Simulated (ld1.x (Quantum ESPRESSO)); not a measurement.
## Before and after: ultrasoft potential for hydrogen

ld1.x (Quantum ESPRESSO) 7.5 input, shortened:

```
&input
   title='H', zed=1., rel=1, dft='PZ', iswitch=3,
   config='1s1 2p-2'
 /
 &inputp
   pseudotype=3, tm=.true., lloc=-1, rcloc=1.60,
   nlcc=.false.,
   which_augfun='PSQ', rmatch_augfun_nc=.true.
 /
3
1S  1  0   1.00   0.00  1.35  1.70  0.0
1S  1  0   0.00   1.50  1.35  1.70  0.0
2P  2  1  -2.00   0.40  1.10  1.45  0.0
 &test
   configts(1)='1s1'
 /
```

Change: type PAW; local potential all-electron potential smoothed inside 1.55 bohr (lloc = -1); augmentation BESSEL, radius 0.85 bohr.

Cutoffs: the cutoffs (Ry, on a coarse ladder) from which the occupation-weighted sum of valence levels, in a spherical-Bessel basis at the reference potential, stays within 10 and 1 mRy of its value at 400 Ry; they do not see the model core or the augmentation charge, which bear on the density cutoff. Errors are all-electron minus pseudo energies relative to the spin-unpolarised reference configuration.

Question: Predict the effect on cutoff, ghosts and configuration errors.

Answer: The potential gets neither clearly harder nor softer (8 Ry and 15 Ry → 8 Ry and 15 Ry); of the 3 tests that both files solve, the error grows in 0 and shrinks in 3 by more than 15 % and 0.3 meV (median size 4.6 → 0.0 meV); neither file shows a bound ghost. Several settings change at once here, so the effects cannot be laid on one of them.

```tsv
quantity	base	changed
cutoff, loose	8 Ry	8 Ry
cutoff, tight	15 Ry	15 Ry
bound ghosts	none	none
error for 1s0.5, meV [ΔE 4.64 eV]	-4.6	0.0
error for 1s1 (spin-polarised), meV [ΔE -0.90 eV]	+6.5	0.0
error for 1s0.5 (spin-polarised), meV [ΔE 4.26 eV]	-2.1	-0.1
s: phases at 1.86 bohr within 0.05 rad from the reference energy up to (Ry; the scan ends near 5)	to the end of the scan	to the end of the scan
p: phases at 1.86 bohr within 0.05 rad from the reference energy up to (Ry; the scan ends near 5)	to the end of the scan	to the end of the scan
lowest overlap eigenvalue by channel	s 0.79, p 0.97	s 0.79, p 0.96
```
